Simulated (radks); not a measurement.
The arsenic anion As3-, [Kr], held by a Watson sphere: a shell of charge +4.19 at radius R that stands for the Madelung well of a crystal (potential energy -4.19/R inside, -4.19/r outside, in hartree with lengths in bohr). All-electron calculation, scalar-relativistic Kohn-Sham, LDA (Slater exchange, VWN5 correlation), spin-unpolarised, spherical densities, finite nucleus; Fermi nuclear charge, rms radius of each element as measured or else 0.836 A^(1/3) + 0.57 fm. Program: a radial shooting solver on a logarithmic mesh with Libxc functionals. Response by self-consistent Sternheimer equations with the Hartree and adiabatic LDA kernel, the relativistic mass of each level held fixed and spin-orbit coupling left out. The sphere does not respond.

| R (bohr) | e(3d) (eV) | e(4s) (eV) | e(4p) (eV) | <r> 4p (bohr) | sum of <r^2> (bohr^2) | X-ray form factor at sin(theta)/lambda = 0.3 1/angstrom | alpha (bohr^3) |
|---|---|---|---|---|---|---|---|
| 2.56 | -48.321 | -25.764 | -16.862 | 2.411 | 58.64 | 22.426 | 28.89 |
| 3.09 | -46.270 | -22.816 | -14.563 | 2.635 | 67.47 | 22.504 | 43.32 |
| 3.26 | -45.763 | -22.025 | -13.900 | 2.704 | 70.35 | 22.532 | 49.19 |
| 3.67 | -44.715 | -20.377 | -12.453 | 2.866 | 77.36 | 22.587 | 66.34 |
| 3.8 | -44.423 | -19.923 | -12.037 | 2.917 | 79.61 | 22.600 | 72.79 |
| 4.66 | -42.836 | -17.578 | -9.747 | 3.235 | 95.07 | 22.644 | 130.7 |
| 4.89 | -42.495 | -17.104 | -9.252 | 3.317 | 99.41 | 22.649 | 151.5 |
